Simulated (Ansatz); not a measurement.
Born–Oppenheimer molecular dynamics of C$_{2}$H$_{7}$ClOSi$_{2}$ (13 atoms, charge 0, multiplicity 1). It goes on from the last frame of an earlier run, with new velocities.

All numbers below come from RKS B3LYP-D4/STO-3G (Ansatz).

| Property | Result |
| --- | --- |
| ensemble | NVT, Langevin thermostat |
| time step | 0.5 fs |
| steps asked | 250 |
| set temperature | 1000 K |
| friction | 0.001 /fs |
| seed | 408313 |

First frame:

```xyz
13
Properties=species:S:1:pos:R:3
Si -0.862 -0.773 1.467
C 0.477 -0.153 0.278
C 0.514 -0.770 -1.267
O 0.865 0.574 -2.110
Si 0.337 1.520 -0.691
Cl -1.507 2.538 -0.252
H -2.228 -0.418 1.295
H -0.708 -2.095 1.896
H -0.570 0.090 2.719
H 1.499 -0.120 0.793
H -0.351 -1.233 -1.715
H 1.288 -1.440 -1.456
H 1.240 2.722 -0.551
```

**Question.** How far do the bonds stretch over the last three quarters of this one trajectory? (Pairs bonded in most of those frames.)

**Answer.** 
```tsv
bond	mean (Å)	spread (Å)	shortest	longest
Si1–C2	1.906	0.086	1.78	2.05
Si1–H7	1.449	0.015	1.42	1.49
Si1–H8	1.453	0.039	1.39	1.52
Si1–H9	1.452	0.064	1.35	1.54
C2–C3	1.617	0.070	1.45	1.75
C2–Si5	1.899	0.068	1.80	2.02
C2–H10	1.110	0.032	1.06	1.17
C3–O4	1.512	0.061	1.39	1.62
C3–H11	1.126	0.031	1.06	1.20
C3–H12	1.127	0.055	1.01	1.24
O4–Si5	1.738	0.042	1.67	1.82
Si5–Cl6	2.131	0.032	2.08	2.19
Si5–H13	1.468	0.073	1.35	1.58
```

Mean temperature of the second half: 1013 K. A run of 0.12 ps of so small a system gives no equilibrium averages. Limits of this set-up: minimal basis.

The run took 12 min on 1 thread of Arm Neoverse V1, with other jobs on the host, peak memory 0.11 GiB.
